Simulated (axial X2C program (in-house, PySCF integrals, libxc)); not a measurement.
**MoCl⁻: properties at the nuclei**

Calculated with an axial X2C code built on PySCF integrals: two-component X2C with atomic mean-field Coulomb and Gaunt terms, Gaussian nuclei, basis Mo dyall-acv3z, Cl dyall-av3z with contracted cores.

R = 2.514 Å (near the PBE0 minimum at charge -1 of the determinant lowest at the starting distance; the state shown can have its own minimum elsewhere).

Determinant lowest in the PBE0 search, Ω = 3 (⟨Sz⟩ = 3.00, ⟨Lz⟩ = 0.00 at PBE0), spin on the atoms Mo 2.99, Cl 0.00:

```tsv
level	Eeff magnitude (GV/cm)	Ws magnitude Mo (kHz)	A∥/gI Mo (MHz)	qzz Mo (a.u.)	A∥/gI Cl (MHz)	qzz Cl (a.u.)
PBE0	1.54	0.311	369	-1.83	9.12	0.59
HF	0.972	0.236	110	-2.36	-1.19	0.41
LDA	1.58	0.315	494	-1.63	10.3	0.65
BHandHLYP	1.73	0.346	329	-1.98	10.6	0.51
B3LYP	1.67	0.332	413	-1.74	11.8	0.57
```

Determinant 1.38 eV from it at PBE0 and this distance, Ω = 4 (⟨Sz⟩ = 3.00, ⟨Lz⟩ = 1.00 at PBE0), spin on the atoms Mo 3.02, Cl -0.03:

| level | Eeff magnitude (GV/cm) | Ws magnitude Mo (kHz) | A∥/gI Mo (MHz) | qzz Mo (a.u.) | A∥/gI Cl (MHz) | qzz Cl (a.u.) |
| --- | --- | --- | --- | --- | --- | --- |
| PBE0 | 0.79 | 0.07 | 195 | 0.23 | -6 | 1.59 |
| HF | 1.24 | 0.114 | 66.6 | -0.66 | -10.7 | 1.17 |
| LDA | 0.481 | 0.0659 | 384 | 1.63 | -6.17 | 1.53 |
| BHandHLYP | 0.811 | 0.0704 | 163 | -0.13 | -4.29 | 1.38 |
| B3LYP | 0.45 | 0.0248 | 235 | 0.40 | -4.28 | 1.57 |

Eeff is the effective electric field on the electron electric dipole moment in this Ω state and Ws the scalar–pseudoscalar constant of the nucleus named (defined with the proton number Z and per Ω); A∥ (defined per Ω) follows by multiplying with gI = μI/(I μN); qzz is the electric field gradient, eQq0 = 234.96 MHz × Q/barn × qzz. The operators were transformed with the bare-nucleus X2C matrices; with these basis sets, hyperfine constants and field gradients can be off by tens of per cent, and where levels differ in sign neither size nor sign is settled.

With Q(95Mo) = -0.022 barn, Q(35Cl) = -0.08112 barn (Q from Pyykkö, Mol. Phys. 2018), turn the PBE0 values of the first state into constants in MHz.

eQq0(95Mo) = 234.96 × (-0.022) × (-1.83) = 9.46 MHz; eQq0(35Cl) = 234.96 × (-0.08112) × (0.59) = -11.2 MHz.

Each state is one determinant with collinear spin, which with several unpaired electrons need not be a pure state. Unrestricted Hartree–Fock can overshoot spin polarisation at the nuclei. In the state Ω = 4 the sign of Eeff differs between levels (LDA against PBE0). For an anion, determinants above electron detachment, or with a positive highest level, are held by the basis set. This is the top spin component of a Σ state; components of lower Ω are not single determinants and can lie lower. With several open shells hyperfine constants can be off by a factor of several. Where Eeff spreads by more than a factor of two the levels disagree and none is to be relied on. Open-shell Ω = 0 determinants with evenly filled partner blocks cannot be reached by this program, so the Ω shown need not be the lowest component. States lie within half an eV, so the first need not be the ground state. The sign of Ws at Mo differs between levels in the second state. Further determinants of the search, some of them spin-mixed, are not shown. Where a field gradient or hyperfine factor spreads by more than a factor of two over the levels, a constant derived from it is not to be relied on. PBE0 term energies can be off by some tenths of an eV.
